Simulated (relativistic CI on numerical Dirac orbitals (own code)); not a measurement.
# Re4+: L2,3 absorption edge

Computed with this model: Dirac-Coulomb-Breit CI, KLI orbitals optimised for each configuration, model QED (radiative potential, 1s self-energy scaled to tabulated hydrogen-like ionisation energies), valence Slater integrals scaled by 0.9, multiplet model of core-to-valence dipole absorption; configurations [Xe] 4f14 5d3 → [He] 2s2 2p5 3s2 3p6 3d10 4s2 4p6 4d10 4f14 5s2 5p6 5d4; 10 K; Lorentzian 7.5 eV and Gaussian 1 eV FWHM. Energies are those of the free ion, without screening or charge transfer. The branching ratio is the share of the lower-energy edge in the whole absorption, uncertain by about 0.02 where the edges overlap. S is read from ⟨S²⟩ = S(S + 1).

Field parameters in Wybourne normalisation: Oh B⁴₀ = 21Dq, B⁴₄ = √(5/14) B⁴₀. The field is a parameter set, without covalency.

Computed curve for Oh, 10Dq = 19200 cm⁻¹, scaled to 100 at the maximum (points under 2 are left out and the grid is thinned):

```csv
Energy (eV),Intensity
10511.5,2.1
10513.5,2.4
10516.0,3.0
10518.0,3.5
10520.0,4.3
10522.5,5.7
10524.5,7.4
10526.5,9.9
10528.5,13.8
10531.0,22.7
10533.0,36.5
10535.0,60.8
10537.5,96.7
10539.5,93.5
10541.5,65.1
10544.0,35.3
10546.0,22.3
10548.0,14.9
10550.5,9.8
10552.5,7.3
10554.5,5.7
10556.5,4.5
10559.0,3.5
10561.0,2.9
10563.0,2.5
10565.5,2.0
11949.0,2.6
11951.0,3.5
11953.5,5.5
11955.5,8.5
11957.5,13.9
11960.0,25.1
11962.0,29.9
11964.0,24.7
11966.0,16.5
11968.5,9.2
11970.5,6.0
11972.5,4.1
11975.0,2.7
11977.0,2.0
```

The ground state has S = 1.47, and the centroid lies at 10872.50 eV.
